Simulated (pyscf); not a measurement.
A first-order saddle from PySCF, ωB97X-D3(BJ)/def2-SVPD:

```xyz
6

O     -0.2698     0.1146     0.8280
H     -1.5058     0.2474     0.9884
C     -0.8965    -0.1484    -0.3957
O     -2.2288     0.0472    -0.0159
H     -0.7030    -1.1917    -0.7623
H     -0.5725     0.5586    -1.2054
```
Charge -1, spin multiplicity 1.

Surface: singlet, charge -1. Lowest wavenumbers (cm⁻¹): 1743i, 837, 935, 1078, 1122.

Problem. Which two sides does it connect, and which bonds change?

Solution. O⁻–CH₂–OH (SMILES [O-]CO) <-> O⁻–CH₂–OH (SMILES [O-]CO), a hydrogen shift read from left to right: H–O broken and H–O formed. At CCSD(T)/def2-TZVPPD + ΔMP2(QZVPPD) it lies +81.4 kJ/mol from the left side and +81.4 kJ/mol from the right (each side as separated species at their lowest minima found). One saddle was located; it need not be the lowest between these sides. The CCSD(T) − MP2 part came from Ansatz, without density fitting, on the same reference.
